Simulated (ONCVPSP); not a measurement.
# LDA (Perdew-Wang 92) ONCV dataset for Te, scalar-relativistic all-electron reference.

Te (Z = 52), optimised norm-conserving Vanderbilt (ONCV), made with ONCVPSP 4.0.1 (LDA (Perdew-Wang 92), scalar-relativistic). Core [Ar] 3d10, reference 4s2 4p6 4d10 5s2 5p3.5 (charge +0.5). Waves: 4s+5s: rc 1.35 bohr, ncon 4, nbas 8, qcut 7.8 1/bohr, 3 projectors, debl 1 Ha; 4p+5p: rc 1.40 bohr, ncon 4, nbas 8, qcut 12.5 1/bohr, 2 projectors; 4d: rc 1.00 bohr, ncon 4, nbas 8, qcut 8.3 1/bohr, 2 projectors, debl 3.9 Ha. Local part: polynomial inside 0.75 bohr (lpopt 5, dvloc0 6 Ha). Core correction: Teter function, fcfact 4.75, rcfact 1.6.

All-electron outer shells of the reference configuration (LDA (PZ), scalar-relativistic, ld1.x):

```
shell  level (eV)  outermost node (bohr)  outermost maximum (bohr)
   3p     -807.84                   0.13                      0.29
   3d     -564.68                      –                      0.24
   4s     -168.35                   0.38                      0.70
   4p     -118.55                   0.38                      0.74
   4d      -46.04                   0.36                      0.81
   5s      -19.41                   0.91                      1.77
   5p       -9.87                   1.00                      2.11
```

Problem. Does the generator finish with these settings?

Solution. Yes, a potential is produced and its reference levels are reproduced.

Problem. Estimate the cutoffs (Ha) at which the residual kinetic energy of the hardest occupied pseudo-wave falls to 1 and 0.1 mHa per electron.

Solution. 195 Ha and 236 Ha.

Problem. What does a ghost test show?

Solution. No bound ghost flagged; GHOST(+) flagged for s at 424.8 eV.

Problem. Which valence shell sets the plane-wave cutoff?

Solution. 4d: 195 Ha for 1 mHa per electron, against 27 Ha for 4p.

Problem. Tests: 4s2 4p6 4d10 5s2 5p4; 4s2 4p6 4d10 5s2 5p3; 4s2 4p6 4d10 5s2 5p2; 4s2 4p6 4d10 5s0 5p6. Which has the largest error in its energy relative to the reference configuration, and how large is it?

Solution. 4s2 4p6 4d10 5s0 5p6, with -9.5 meV (all-electron minus pseudo) on +14.94 eV.
